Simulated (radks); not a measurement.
Species: the arsenic ion As+. Configuration: [Ar] 3d10 4s2 4p1 6p1 (not the ground configuration).

Method: scalar-relativistic Kohn-Sham, SCAN, spin-unpolarised, spherical densities, finite nucleus; meta-GGA in the generalised Kohn-Sham scheme; Fermi nuclear charge, rms radius 4.0968 fm; computed with a radial shooting solver on a logarithmic mesh with Libxc functionals.

Energy parts (eV):
total: -61511.179
kinetic: 62698.356
electron-nucleus: -147701.839
Hartree: 25767.997
exchange-correlation: -2275.693

Orbitals (lengths in bohr, moments of r in powers of bohr):
orbital,occ.,eigenvalue (eV),<r>,<r^2>
1s,2,-11770.64,0.04551,0.002788
2s,2,-1518.933,0.2025,0.04838
2p,6,-1331.853,0.1772,0.03846
3s,2,-214.4432,0.5969,0.4104
3p,6,-155.7773,0.6162,0.4458
3d,10,-59.9007,0.6748,0.5738
4s,2,-30.9899,1.811,3.728
4p,1,-19.7905,2.144,5.267
6p,1,-2.8592,11.15,138.2

The highest occupied level is 6p at -2.859 eV. The electron density at the nucleus is 3.598e+04 e/bohr^3 (large components only). Summed over all electrons, <r^2> = 160.5 bohr^2, which gives a Langevin (diamagnetic) susceptibility term of -127 x 10^-6 cm^3/mol.
